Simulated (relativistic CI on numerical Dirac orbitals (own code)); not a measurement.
## Radial parameters of Cs²⁸⁺

Calculated at this level of theory: Dirac-Coulomb-Breit CI, orbitals from a KLI potential per configuration, model QED (radiative potential, 1s self-energy scaled to tabulated hydrogen-like ionisation energies), unscaled Slater integrals (own radial code, finite nucleus).

Slater integrals F^k, G^k are unscaled and averaged over j, outside the closed core [Ne]; ζ comes from projecting the Hamiltonian with its Breit term on Σ l·s of the shell.

- 3s²3p⁶3d⁹: ζ(3d) = 47931 cm⁻¹; <r>(3d) = 0.2615, <r^2>(3d) = 0.07998 (bohr units).
- 3s²3p⁵3d¹⁰: ζ(3p) = 383260 cm⁻¹; <r>(3p) = 0.2876, <r^2>(3p) = 0.0957 (bohr units).
- 3s²3p⁶3d⁸4s: F^2(3d,3d) = 390300, F^4(3d,3d) = 250940, ζ(3d) = 48992, G^2(3d,4s) = 39213 cm⁻¹; <r>(3d) = 0.259, <r^2>(3d) = 0.07844, <r>(4s) = 0.5894, <r^2>(4s) = 0.3901 (bohr units).

Problem. Give the Racah parameters of the d shell in 3s²3p⁶3d⁸4s.

Solution. B = F²/49 − 5F⁴/441 = 5120 cm⁻¹ and C = 35F⁴/441 = 19916 cm⁻¹.

Averages of the first 10 configurations, taken without configuration mixing, which lowers the lowest level and can move excited configurations by several eV; other configurations of the list can lie among them:

```tsv
Configuration	Parity	States	Average energy above the lowest level (eV)
3s²3p⁶3d⁹	even	10	6.1
3s²3p⁵3d¹⁰	odd	6	290.2
3s3p⁶3d¹⁰	even	2	484.9
3s²3p⁶3d⁸4s	even	90	676.4
3s²3p⁶3d⁸4p	odd	270	746.3
3s²3p⁶3d⁸4d	even	450	844.7
3s²3p⁴3d¹⁰4s	even	30	1238.4
3s²3p⁶3d⁸4f	odd	630	939.2
3s²3p⁵3d⁹4s	odd	120	954.7
3s²3p⁴3d¹⁰4p	odd	90	1308.7
```
